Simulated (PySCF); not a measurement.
# Fine-structure interval of Lu⁵⁴⁺ by level of theory

Lu⁵⁴⁺ [Ne] 3s2 3p5 [3p1/2^2 3p3/2^3, M_J = 3/2] → Lu⁵⁴⁺ [Ne] 3s2 3p5 [3p1/2^1 3p3/2^4, M_J = 1/2], as a difference of total energies. Computed with PySCF 2.14 in an uncontracted even-tempered set (18 s from 15 bohr⁻², ratio 2.4; 14 p from 20 bohr⁻², ratio 2.4; 4 d from 72 bohr⁻², ratio 2.6; 4 f from 110 bohr⁻², ratio 2.6), with the two-component X2C-1e Hamiltonian. Correlated levels: 1s2 frozen; the 52 highest virtual spinors dropped. "Screened" scales the spin-orbit matrix elements by Boettger's factors to mimic the two-electron term; Breit and QED terms are absent.

| method | fine-structure interval (cm⁻¹) |
| --- | --- |
| GHF (screened spin-orbit) | 2335200 |
| GMP2 (screened spin-orbit) | 2336000 |
| GHF (bare spin-orbit) | 2409600 |
